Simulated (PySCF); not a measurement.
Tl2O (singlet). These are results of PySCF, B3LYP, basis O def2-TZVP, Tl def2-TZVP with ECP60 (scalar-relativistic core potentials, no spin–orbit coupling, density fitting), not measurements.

Harmonic bands of its minimum:

```
ω (cm⁻¹)  IR (km/mol, summed over degenerate members)  degeneracy
      53                                         21.1           2
     140                                          0.0           1
     660                                          747           1
```

Task: The central atom is O. Infer the point group and assign the bands.

Result: D∞h. The modes span πu + σg+ + σu+: 53 πu, 140 σg+, 660 σu+. The computed geometry has O–Tl 2.114 Å (×2); Tl–O–Tl 180.0°.

This need not be the most stable arrangement of these atoms. No spin–orbit coupling is included, which matters more the heavier the element.
